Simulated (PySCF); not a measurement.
## MF for M along the chalcogens

PBE with double-zeta basis sets in PySCF, for the lowest determinant that a PBE0 search found; no spin–orbit coupling. De refers to high-spin ground-configuration atoms. A positive dipole means M(−)F(+).

| M | basis | state (unpaired electrons) | Re (Å) | ωe (cm⁻¹) | De (eV) | μ (D) |
| --- | --- | --- | --- | --- | --- | --- |
| O | def2-SVP | doublet (π ↑) | 1.352 | 1097 | 3.24 | 0.20 |
| Se | def2-SVP | doublet (π ↑) | 1.777 | 668 | 3.83 | -1.42 |
| Te | def2-SVP | doublet (π ↑) | 1.964 | 601 | 3.75 | -2.10 |

Question: The row for M = S is missing. Estimate Re, ωe and De as the mean of the rows for O and Se, and compare with the calculation.

Answer: The means are 1.565 Å, 882 cm⁻¹ and 3.54 eV. PBE in def2-SVP gives SF as a doublet (π ↑) with Re = 1.640 Å, ωe = 816 cm⁻¹, De = 3.96 eV, so the estimate is off by -7.6 pm, +8 % and -0.42 eV.

Relativity is treated differently too: O no relativity; S no relativity; Se no relativity; Te scalar-relativistic core potentials.

These are scalar-relativistic numbers at best; spin–orbit coupling would shift them, the dissociation energy most. States were picked by a PBE0 search and need not be the measured ground states.
